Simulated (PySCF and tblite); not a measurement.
Values are calculated unless marked as measured or tabulated.
System: C9H7N, numbered as in [N:1]#[C:2][C:3]1=[CH:4][C@@H:5]2[CH:6]=[CH:7][C@@H:8]3[C@H:9]1[C@H:10]23.

For the Cope rearrangement (breaking C9–C8, making C4–C6): electronic barrier 8.27 kcal/mol, zero-point change -0.94 kcal/mol, thermal and entropy terms at 200 K a further 0.08 kcal/mol (symmetry numbers apart). The minimum is C1, the saddle Cs. Level: PBE0/pcSseg-1 + D3(BJ) on PBE0-D3(BJ)/def2-SVP stationary points, with GFN2-xTB thermal terms. Rates follow Eyring's equation with the number of equivalent paths and no tunnelling. Run with tblite and PySCF.

(1) How many equivalent paths lead out of the minimum?

(2) Work out the rate at 200 K.

Answers

(1) 1: the symmetry number of the minimum is 1, that of the saddle displaced along its mode 1.

(2) ΔG‡ = 7.41 kcal/mol; k_B T/h = 4.2×10¹² s⁻¹; exp(−ΔG‡/RT) = 8×10⁻⁹; times 1 gives k = 3.3×10⁴ s⁻¹. Wigner's tunnelling factor for the 252i cm⁻¹ mode would be 1.14.
